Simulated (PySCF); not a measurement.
Isomers of C3H4F3NSi, mass 139.007 u with the commonest isotopes. Theory: B3LYP/def2-SVPD in PySCF (dipole) on a GFN2-xTB geometry, gas phase. One conformer each, none proved a minimum here; rigid rotors.

Question: Order these by dipole moment, largest first.
A. `[N:1]#[C:2][SiH2:3][C:4]([F:5])([F:6])[CH2:7][F:8]` with C2–Si3–C4–F5 70°, Si3–C4–C7–F8 -23°
B. `[H]/[N:1]=[CH:2]\[CH:3]=[CH:4]/[Si:5]([F:6])([F:7])[F:8]` with N1–C2–C3–C4 -178°
C. `[CH:1]#[C:2][Si@H:3]([NH2:4])[C:5]([F:6])([F:7])[F:8]` with C2–Si3–N4–H 67° and -84°
D. `[H]/[N:1]=[CH:2]\[CH:3]=[CH:4]\[Si:5]([F:6])([F:7])[F:8]` with N1–C2–C3–C4 180°

Answer: B (3.79 D), C (3.46 D), A (2.51 D), D (0.98 D).

Question: Order these by radius of gyration √(Σ m r²/M), largest first.
A. `[H]/[N:1]=[CH:2]\[CH:3]=[CH:4]\[Si:5]([F:6])([F:7])[F:8]` with N1–C2–C3–C4 180°
B. `[H]/[N:1]=[CH:2]\[CH:3]=[CH:4]/[Si:5]([F:6])([F:7])[F:8]` with N1–C2–C3–C4 -178°
C. `N#C[C@H]([SiH3])C(F)(F)F`
D. `[CH:1]#[C:2][Si@H:3]([NH2:4])[C:5]([F:6])([F:7])[F:8]` with C2–Si3–N4–H 67° and -84°

Answer: A (2.350 Å), B (2.121 Å), D (1.972 Å), C (1.917 Å).

Question: Order these by out-of-plane moment Σ m c² = (Ia + Ib − Ic)/2, smallest first.
A. `FC(F)(F)[C@@H]([SiH3])C#N`
B. `C[C@@H](C#N)[Si](F)(F)F`
C. `[CH:1]#[C:2][Si@H:3]([NH2:4])[C:5]([F:6])([F:7])[F:8]` with C2–Si3–N4–H 67° and -84°
D. `[N:1]#[C:2][SiH2:3][C:4]([F:5])([F:6])[CH2:7][F:8]` with C2–Si3–C4–F5 70°, Si3–C4–C7–F8 -23°
E. `[H]/[N:1]=[CH:2]\[CH:3]=[CH:4]\[Si:5]([F:6])([F:7])[F:8]` with N1–C2–C3–C4 180°

Answer: A (49.93 u·Å²), C (57.95 u·Å²), E (59.62 u·Å²), B (65.81 u·Å²), D (82.66 u·Å²).

| SMILES | point group | Ia (u·Å²) | Ib (u·Å²) | Ic (u·Å²) | κ | μa (D) | μb (D) | μc (D) |
| --- | --- | --- | --- | --- | --- | --- | --- | --- |
| [H]/N=C\C=C\[Si](F)(F)F | Cs | 131.37 | 695.90 | 708.03 | -0.99 | 0.94 | 0.26 | 0.00 |
| C#C[Si@H](N)C(F)(F)F | C1 | 224.03 | 374.74 | 482.86 | -0.50 | 2.97 | 1.74 | 0.35 |
| N#C[SiH2]C(F)(F)CF | C1 | 223.12 | 392.89 | 450.69 | -0.71 | 2.02 | 0.35 | 1.45 |
| [H]/N=C\C=C/[Si](F)(F)F | near Cs | 153.29 | 531.59 | 565.94 | -0.95 | 1.47 | 3.49 | 0.01 |
| C[C@@H](C#N)[Si](F)(F)F | C1 | 208.41 | 388.16 | 464.94 | -0.68 | 0.41 | 3.49 | 1.44 |
| N#C[C@H]([SiH3])C(F)(F)F | C1 | 252.63 | 307.94 | 460.72 | 0.20 | 0.59 | 3.51 | 1.53 |
